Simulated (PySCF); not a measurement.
C2H4NO, multiplicity 2. Atoms are numbered in the order given.

```xyz
8

C     -1.4431    -0.2912     0.0727
N     -0.2722    -0.3879    -0.7424
C      0.9345    -0.0495    -0.1804
O      1.0617     0.7697     0.7173
H     -2.1949     0.3400    -0.4335
H     -1.9002    -1.2992     0.1293
H     -1.2492     0.0833     1.0920
H      1.8076    -0.5218    -0.6832
```
Charge 0, spin multiplicity 2.

Geometry: B3LYP-D3(BJ)/def2-SVP. The isomer is the one that the SMILES or the coordinates give; other isomers of the formula were not compared. One conformer was computed; it need not be the lowest.

All values below come from PBE/def2-TZVPD run with PySCF.

Mulliken values depend strongly on the basis, most of all with diffuse functions as here. Atomic charges (e):

```csv
atom,Mulliken,meta-Löwdin,Mulliken spin
C1,-0.58,-0.25,-0.02
N2,-0.12,-0.16,0.73
C3,0.06,0.27,-0.05
O4,-0.37,-0.37,0.24
H5,0.22,0.15,0.03
H6,0.24,0.15,0.06
H7,0.27,0.13,0.01
H8,0.27,0.09,0.00
```
